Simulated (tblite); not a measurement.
Species: C4H7NSi.
Cartesian coordinates in Å at the GFN2-xTB level; atoms count from 1:
```
atom  x, y, z in Å
C1     2.538   -1.008   -0.431
C2     1.768   -0.085   -0.474
Si3    0.560    1.315   -0.521
C4    -0.770    1.055    0.832
N5    -1.533    0.081    1.055
C6    -1.508   -1.097    0.254
H7     3.216   -1.812   -0.399
H8     1.261    2.561   -0.199
H9    -0.057    1.364   -1.852
H10   -0.906    1.884    1.525
H11   -1.297   -1.943    0.910
H12   -0.770   -1.072   -0.559
H13   -2.507   -1.242   -0.159
```

Computed values, GFN2-xTB/tblite, gas phase, harmonic and unscaled. The method is semi-empirical: single wavenumbers can be off by several per cent or more. Modes of hydrogen on silicon can be 10 to 20 % off. One conformer, not necessarily the lowest.

Harmonic wavenumbers (cm⁻¹): 48.6, 82.5, 143.6, 206.9, 212.6, 265.7, 363.3, 468.3, 530.5, 569.1, 653.6, 658.1, 679.4, 683.6, 755.6, 776.0, 818.8, 1018.0, 1095.3, 1118.0, 1320.6, 1386.3, 1449.3, 1464.9, 1727.2, 2203.0, 2213.9, 2242.0, 2886.2, 2963.2, 2980.9, 2997.4, 3352.2.

A = 4103, B = 1998, C = 1487 MHz; mass 97.035 u (most abundant isotopes); point group C1, symmetry number 1.

Question: Zero-point energy?

Answer: ½Σν̃ = 20167 cm⁻¹ = 57.66 kcal/mol.

Question: Entropy at 200 K, 1 bar (ideal gas, RRHO, classical rotation)?

Answer: Translation 37.67, rotation 26.48, vibration 14.63: S = 78.8 cal/(mol K).

Question: And Cp and H(200 K) − H(0)?

Answer: Cp = 24.08 cal/(mol K), of which vibrations give 16.13 (their classical limit is 33 R = 65.6); H(200 K) − H(0) = 3.20 kcal/mol without the zero-point energy, 1.61 from vibrations.

Question: Which modes carry the vibrational entropy at 200 K?

Answer: 48.6 cm⁻¹: 4.09; 82.5 cm⁻¹: 3.05; 143.6 cm⁻¹: 2.01; 206.9 cm⁻¹: 1.37; 212.6 cm⁻¹: 1.33; 265.7 cm⁻¹: 0.98 cal/(mol K); the other 27 give 1.81 together.

Question: Blend soft modes into free rotors: weight 1/[1 + (100 cm⁻¹/ν̃)⁴] for the oscillator and the rest for a rotor with moment μB/(μ + B), μ = h/(8π²ν), B = 10⁻⁴⁴ kg m². What vibrational entropy results?

Answer: 13.56 cal/(mol K) in place of 14.63, which changes −T·S at 200 K by +0.21 kcal/mol.

Hindered rotation and anharmonicity are outside this model. Other conformers, if any are populated, would add a mixing term that is left out. The structure is chiral; the term R ln 2 for an equal mix with its mirror image is left out.
